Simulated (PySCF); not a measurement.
Cl3Y, charge +1, multiplicity 2. Atoms are numbered in the order given.

```xyz
4

Y      0.0000     0.0000    -0.6357
Cl     1.8773     1.0839     0.4861
Cl    -1.8773     1.0839     0.4861
Cl     0.0000    -2.1677     0.4861
```
Charge +1, spin multiplicity 2.

Geometry optimised at PBE0-D3(BJ)/def2-SVP. A frequency run showed that this geometry is not a minimum. The spin state was assumed, not searched. The def2 effective core potentials stand for the cores of Y; spin–orbit coupling is left out.

Method: TDA-PBE/def2-SVPD (PySCF).

Vertical excitations; the highest root listed may be one member of a degenerate set. The molecule is in vacuum.

Computed excitation energies, oscillator strengths and character:
| state | energy (eV) | λ (nm) | f | main pairs |
|---|---|---|---|---|
| root 1 | 0.31 | 4063 | 0.000 | β HOMO→LUMO (degenerate set) |
| root 2 | 0.31 | 4062 | 0.000 | β HOMO−1→LUMO (degenerate set) |
| root 3 | 0.68 | 1811 | 0.000 | β HOMO−2→LUMO 100 % |
| root 4 | 1.17 | 1062 | 0.001 | β HOMO−5→LUMO (degenerate set) |
| root 5 | 1.17 | 1062 | 0.001 | β HOMO−6→LUMO (degenerate set) |
| root 6 | 1.32 | 937 | 0.000 | β HOMO−7→LUMO 100 % |
| root 7 | 1.97 | 629 | 0.123 | β HOMO−4→LUMO, β HOMO→LUMO (degenerate set) |
| root 8 | 1.97 | 629 | 0.123 | β HOMO−3→LUMO, β HOMO−1→LUMO (degenerate set) |
| root 9 | 4.86 | 255 | 0.006 | α HOMO→LUMO, β HOMO→LUMO+1 (degenerate set) |
| root 10 | 4.86 | 255 | 0.006 | α HOMO−1→LUMO, β HOMO−1→LUMO+1 (degenerate set) |
Unrestricted roots are not spin-pure.
